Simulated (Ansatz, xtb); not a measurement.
**AlBrH3NO: 3 structures ranked**

3 gas-phase structures of AlBrH3NO, found in a search over its isomers (lower ones may exist). Each was relaxed with GFN2-xTB:

A. `N[O][AlH][Br]`, a singlet
B. `[NH2][Al]([OH])[Br]`, a singlet
C. `[Br][Al@H-]1[NH2+][O]1`, a singlet

Task: Make a reasoned guess at their ranking by r2SCAN-D4/def2-SVP single-point energy.

Result: Calculated order at r2SCAN-D4/def2-SVP: B (0.0), C (273.4), A (340.6) kJ/mol.

Energies above the lowest of each column, in kJ/mol; the last columns are at PBE0-D3(BJ)/def2-SVP geometries:

| structure | GFN2-xTB | HF/STO-3G | r2SCAN-D4/def2-SVP | PBE0-D3(BJ)/def2-SVP | CCSD(T)/def2-TZVP |
| --- | --- | --- | --- | --- | --- |
| B | 0.0 | 0.0 | 0.0 | 0.0 | 0.0 |
| C | 235.3 | 57.8 | 273.4 | 269.2 | 294.0 |
| A | 218.4 | 215.9 | 340.6 | 316.0 | 340.3 |

Every level run on B puts it lowest or level with the lowest. Flexible structures stand in one conformer each, not always the lowest.

Programs: Ansatz 0.2.0, xtb 6.7.1.
